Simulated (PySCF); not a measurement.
CsSr and its ions

ROHF-SCS-MP2; basis Cs def2-SVPD with ECP46, Sr def2-SVPD with ECP28; scalar-relativistic core potentials; PySCF 2.14. Neutral (ROHF): doublet (σ ↑), Re = 5.478 Å, ωe = 21.3 cm⁻¹, De = 0.09 eV.

CsSr⁺ (RHF): singlet (closed shell), Re = 4.891 Å, ωe = 39.5 cm⁻¹, De = 0.35 eV to Cs⁺ + Sr. The energies at the minima are -50.31045 hartree for CsSr and -50.18469 for CsSr⁺.

Q: Work out the adiabatic ionisation energy, without and with harmonic zero-point energies (1 hartree = 27.2114 eV, 1 eV = 8065.5 cm⁻¹), and the change of the bond length.

A: At SCS-MP2: 0.12576 hartree = 3.422 eV between the minima; the zero-point term (39.5 − 21.3)/2 cm⁻¹ = +0.001 eV makes it 3.423 eV. Re changes by -58.7 pm against the neutral. The electron leaves a σ orbital, and the shorter bond of the ion fits an antibonding orbital, or a change in how ionic the bond is.

CsSr⁻ (RHF): singlet (closed shell), Re = 5.452 Å, ωe = 27.2 cm⁻¹, De = 0.24 eV to Cs⁻ + Sr. The energies at the minima are -50.31045 hartree for CsSr and -50.32771 for CsSr⁻.

Q: Work out the adiabatic electron affinity, without and with harmonic zero-point energies (1 hartree = 27.2114 eV, 1 eV = 8065.5 cm⁻¹), and the change of the bond length.

A: At SCS-MP2: 0.01726 hartree = 0.470 eV between the minima; the zero-point term (21.3 − 27.2)/2 cm⁻¹ = -0.000 eV makes it 0.469 eV. Re changes by -2.6 pm against the neutral. The electron enters a σ orbital; the charge polarises the partner, so the anion is bound more strongly.

Correlated steps freeze no core orbitals. Weak bonds: CsSr, CsSr⁺, CsSr⁻. Basis-set superposition, not corrected here, can be much of De in a small basis, most of all at correlated wavefunction levels. Spin–orbit coupling is left out. For an ion De counts to the pair picked by the measured ionisation energies or electron affinities, which need not be the lowest pair at this level. States were picked by a PBE0 search and need not be the measured ground states.
